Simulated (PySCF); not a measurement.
The vertical singlet excitations below were computed for one of the candidates. The calculation used TDDFT PBE0/def2-SVPD, vertical, gas phase, core orbitals frozen in the response in PySCF 2.14.0, density-fitted response routines. Geometries: GFN2-xTB, one conformer each.

```
state  λ (nm)       f
   S1   172.2  0.0007
   S2   168.3  0.0013
   S3   161.9   0.021
   S4   153.8   0.022
   S5   152.2  0.0002
   S6   148.2  0.0000
```

Task: Which structure fits? All have the formula C4H6ClFO2.
A. `C[C@@](F)(Cl)CC(=O)O`
B. `F[C@H]1OC[C@H](Cl)CO1`
C. `COC[C@H](F)C(=O)Cl`

Result: B. Its S1, at 7.20 eV, is the highest among the candidates; the nearest of the others has S1 at 5.76 eV. S1 is HOMO→LUMO (70%), HOMO→LUMO+1 (22%). Löwdin shares by element: HOMO oxygen 38%, chlorine 32%, carbon 10% or more (atoms not listed hold the other 21%); LUMO chlorine 38%, carbon 25% or more, hydrogen 10% or more (atoms not listed hold the other 27%). At the same level the other candidates give, for their lowest levels:
- `COC[C@H](F)C(=O)Cl`: 254 nm (f 0.001); 227 nm (f 0.002); 198 nm (f 0.001); 183 nm (f 0.023); 176 nm (f 0.015); T1 4.29 eV; HOMO -8.22, LUMO -1.62 eV
- `C[C@@](F)(Cl)CC(=O)O`: 215 nm (f 0.002); 177 nm (f 0.007); 170 nm (f 0.007); 164 nm (f 0.069); 160 nm (f 0.001); T1 5.25 eV; HOMO -8.55, LUMO -0.63 eV
Triplets come from the Tamm–Dancoff approximation.

Without π bonds the low states may be Rydberg-like; a valence basis with one diffuse set may place them up to an eV too high.
